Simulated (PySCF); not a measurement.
Bi(F)(Me)2 (C2H6BiF), SMILES [CH3][Bi]([CH3])[F]. The structure is a stationary point at B3LYP-D3(BJ)/def2-SVP. The structure was generated by enumeration; whether it is a known compound was not checked. The def2 effective core potentials stand for the cores of Bi; spin–orbit coupling is left out.

Computed equilibrium geometry at B3LYP-D3(BJ)/def2-SVP (PySCF confirms it by a frequency run) as a Z-matrix, and its point group:
point group Cs.
```
Bi
F 1 2.0641
C 1 2.2867 2 92.68
H 3 1.0987 1 110.67 2 -96.28
H 3 1.0993 4 110.00 1 -116.25
H 3 1.0999 4 110.26 5 -121.80
C 1 2.2867 2 92.68 5 83.14
H 7 1.0987 1 110.67 2 96.28
H 7 1.0993 8 110.00 1 116.25
H 7 1.0999 8 110.26 9 121.80
```
Charge 0, spin multiplicity 1.
